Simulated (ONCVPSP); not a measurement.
# What one change does to a pseudopotential (Mn, ONCV)

ONCVPSP 4.0.1 input, shortened (lines: element, Z, core and valence counts, functional; n l f; lmax; l rc ep ncon nbas qcut; lloc lpopt rc5 dvloc0; l nproj debl; icmod fcfact rcfact), PBE, scalar-relativistic:

```
  Mn 25.00    3    3        4      upf
    1    0    2.00
    2    0    2.00
    2    1    6.00
    3    0    2.00
    3    1    6.00
    3    2    5.00
    2
    0    1.30    0.00    3    7    7.60
    1    1.40    0.00    4    7   12.40
    2    0.95    0.00    4    9    9.80
    4    5    0.90    1.00
    0    2    2.10
    1    3    3.50
    2    3    3.90
    3    1.50    1.50
```

In the s channel the program set the typed energies aside and used -3.811, 0.250 Ha.

Change: d: qcut 11.8.

Cutoffs: the cutoffs (Ha) at which the residual kinetic energy of the hardest occupied pseudo-wave falls to 1 and 0.1 mHa per electron; they do not see the model core or the augmentation charge, which bear on the density cutoff. Errors are all-electron minus pseudo energies relative to the spin-unpolarised reference configuration.

Task: How do hardness, ghosts and transferability respond?

Result: The potential gets softer (313 Ha and 361 Ha → 77 Ha and 315 Ha); of the 4 tests that both files solve, the error grows in 0 and shrinks in 1 by more than 15 % and 0.3 meV (median size 8.1 → 6.8 meV); neither file shows a bound ghost.

```tsv
quantity	base	changed
cutoff, loose	313 Ha	77 Ha
cutoff, tight	361 Ha	315 Ha
loose cutoff by channel	s 22 Ha, p 30 Ha, d 313 Ha	s 22 Ha, p 30 Ha, d 77 Ha
bound ghosts	none	none
GHOST(+) flags under 300 eV	none	none
error for 3s2 3p6 3d5 4s2, meV [ΔE -24.02 eV]	+4.0	+4.1
error for 3s2 3p6 3d5 4s1, meV [ΔE -15.60 eV]	+2.0	+2.1
error for 3s2 3p6 3d4, meV [ΔE 32.52 eV]	+12	+9.6
error for 3s1 3p6 3d5 4s2, meV [ΔE 69.49 eV]	-155	-144
s: phases at 1.32 bohr within 0.05 rad from the reference energy up to (Ha; the scan ends near 5)	to the end of the scan	to the end of the scan
p: phases at 1.42 bohr within 0.05 rad from the reference energy up to (Ha; the scan ends near 5)	to the end of the scan	to the end of the scan
d: phases at 0.97 bohr within 0.05 rad from the reference energy up to (Ha; the scan ends near 5)	to the end of the scan	to the end of the scan
rms error of d²Exc/dni dnj with the model core, mHa	1.41	1.42
```
